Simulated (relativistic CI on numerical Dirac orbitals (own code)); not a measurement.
# Ligand-field terms of d2

Computed with a parametric ligand-field model of a d^n configuration (Racah B and C, spin-orbit zeta, crystal field), exact diagonalisation.

Field parameters in Wybourne normalisation: Oh B⁴₀ = 21Dq, B⁴₄ = √(5/14) B⁴₀; Td as Oh with Dq negative (B⁴₀ = 21Dq, B⁴₄ = √(5/14) B⁴₀). The field is a parameter set, without covalency.

Question: Lowest levels for B = 690, C = 3240, ζ = 3050 cm⁻¹, Oh, 10Dq = 37450 cm⁻¹?

Answer: E 0 (S 0.97), T2 259 (S 0.98), T1 4413 (S 1.00), A1 5588 (S 0.98), T2 13552 (S 0.10), E 13940 (S 0.09), A1 28172 (S 0.13), A2 37207 (S 1.00), T2 38034 (S 0.99) cm⁻¹, with S from ⟨S²⟩ = S(S + 1). The ground level has 0.03 electrons in the cubic e pair.

Question: Lowest levels for B = 500, C = 2020, ζ = 360 cm⁻¹, Td, 10Dq = -9150 cm⁻¹?

Answer: T2 0 (S 1.00), E 7734 (S 0.17), A2 9007 (S 1.00), T2 9090 (S 1.00), T1 9252 (S 1.00), E 9366 (S 0.94), A1 13377 (S 0.57), T2 13622 (S 1.00), E 13665 (S 1.00) cm⁻¹, with S from ⟨S²⟩ = S(S + 1). The ground level has 2.00 electrons in the cubic e pair.

Question: Lowest levels for B = 880, C = 3280, ζ = 680 cm⁻¹, Oh, 10Dq = 25950 cm⁻¹?

Answer: E 0 (S 1.00), T2 30 (S 1.00), T1 916 (S 1.00), A1 1336 (S 1.00), T2 12733 (S 0.01), E 12968 (S 0.01), A2 24285 (S 1.00), T2 24490 (S 1.00), T1 24796 (S 1.00) cm⁻¹, with S from ⟨S²⟩ = S(S + 1). The ground level has 0.03 electrons in the cubic e pair.

Question: Lowest levels for B = 330, C = 1190, ζ = 4200 cm⁻¹, Oh, 10Dq = 26350 cm⁻¹?

Answer: E 0 (S 0.90), T2 340 (S 0.89), A1 5427 (S 0.79), T1 6980 (S 1.00), T2 9951 (S 0.31), E 10343 (S 0.29), A1 18914 (S 0.50), A2 28895 (S 1.00), T2 29680 (S 0.97) cm⁻¹, with S from ⟨S²⟩ = S(S + 1). The ground level has 0.08 electrons in the cubic e pair; its S is far from a half-integer, so spin-orbit coupling mixes spin states.

Question: Lowest levels for B = 950, C = 4620, ζ = 860 cm⁻¹, Oh, 10Dq = 12550 cm⁻¹?

Answer: E 0 (S 1.00), T2 110 (S 1.00), T1 1337 (S 1.00), A1 1966 (S 1.00), T2 11455 (S 0.97), A2 11528 (S 1.00), T1 12215 (S 1.00), E 12293 (S 1.00), T2 16490 (S 0.10) cm⁻¹, with S from ⟨S²⟩ = S(S + 1). The ground level has 0.08 electrons in the cubic e pair.
